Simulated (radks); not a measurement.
Results of a calculation; reference values are marked as such.
Valence configurations of neutral osmium (all share [Xe]). Level of theory: scalar-relativistic Kohn-Sham, PBE, spin-polarised, spherical densities, point nucleus; open shells are filled with parallel spins first (spin-orbit coupling, left out, can overturn this in heavy ions) (a radial shooting solver on a logarithmic mesh with Libxc functionals). Energies are relative to 4f14 5d6 6s2; eigenvalues in eV for spin up.

valence               E (eV)  moment (Bohr magnetons)    e(4f)    e(5d)   e(6p)    e(6s)
4f14 5d6 6s2           0.000                        4  -51.903   -7.221       -   -6.681
4f14 5d5.5 6s2 6p0.5   1.805                        5  -54.087   -9.030  -2.181   -7.787
4f14 5d6 6s1.5 6p0.5   1.817                        5  -52.716   -8.060  -2.067   -7.447
4f14 5d5 6s2 6p1       3.925                        6  -56.277  -10.797  -2.793   -8.803
4f13.5 5d6 6s2 6p0.5  26.612                        5  -59.451   -9.562  -2.152   -7.799
4f13 5d7 6s2          50.877                        4  -62.553   -8.113       -   -6.611
4f13 5d7 6s1.5 6p0.5  52.917                        5  -63.416   -9.013  -2.008   -7.445
4f12 5d8 6s2          110.16                        4  -73.595   -8.974       -   -6.519
4f12 5d7 6s2 6p1      117.33                        6  -78.576  -13.109  -2.731   -8.916
4f12 5d7 6s1 6p2      121.63                        8  -79.918  -14.497  -3.622  -10.166

NIST lists [Xe] 4f14 5d6 6s2 as the ground configuration; this level of theory agrees among the configurations tried. The energies are those of spherical high-spin densities, not of single terms.
